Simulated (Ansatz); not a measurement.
Barrier from R1 to the saddle point P1, each structure at its B3LYP-D3(BJ)/def2-TZVP stationary point, reached from a drawn start; harmonic modes at that level show the others as minima.
R1, PH3 (SMILES P) (charge 0, multiplicity 1):
```xyz
4

P      0.0000     0.0000     0.5770
H      1.1921     0.0000    -0.1923
H     -0.5960     1.0324    -0.1923
H     -0.5960    -1.0324    -0.1923
```
P1, H3P, a first-order saddle point (one imaginary mode, 1100i cm⁻¹) (charge 0, multiplicity 1):
```xyz
4

P      0.0000     0.0000     0.0000
H      1.3800     0.0000     0.0000
H     -0.6900     1.1951     0.0000
H     -0.6900    -1.1951     0.0000
```

P less R. No zero-point or thermal terms. No path was followed down from the saddle.

Correlated levels freeze the cores.

Programs: Ansatz (a program for electronic structure) with Gaussian orbitals. All values are computed, each at the level named.

Problem. Estimate the barrier height that CCSD(T)/cc-pV(D+d)Z returns for this input.

Solution. 37.0 kcal/mol

Problem. What barrier height does CCSD(T)/cc-pV(T+d)Z give?

Solution. 34.4 kcal/mol

Problem. What barrier height does CCSD(T)/cc-pV(Q+d)Z give?

Solution. 33.5 kcal/mol
